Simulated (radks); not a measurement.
Species: Ar. Configuration: [Ar].

Method: non-relativistic Kohn-Sham, SOGGA, spin-polarised, spherical densities, point nucleus; computed with a radial shooting solver on a logarithmic mesh with Libxc functionals.

Energy parts (eV):
| part | energy |
|---|---|
| total | -14326.332 |
| kinetic | 14309.654 |
| electron-nucleus | -34124.724 |
| Hartree | 6299.633 |
| exchange-correlation | -810.895 |

Orbitals (lengths in bohr, moments of r in powers of bohr; r(max) is where P^2 peaks):
orbital  occ.  eigenvalue (eV)   r(max)
1s          2        -3101.579  0.05659
2s          2        -294.0544   0.3410
2p          6        -229.3758   0.2817
3s          2         -23.8880    1.182
3p          6         -10.1613    1.294

The highest occupied level is 3p at -10.161 eV. Summed over all electrons, <r^2> = 26.23 bohr^2, which gives a Langevin (diamagnetic) susceptibility term of -20.8 x 10^-6 cm^3/mol. The density falls to 0.001 e/bohr^3 at r = 3.74 bohr.
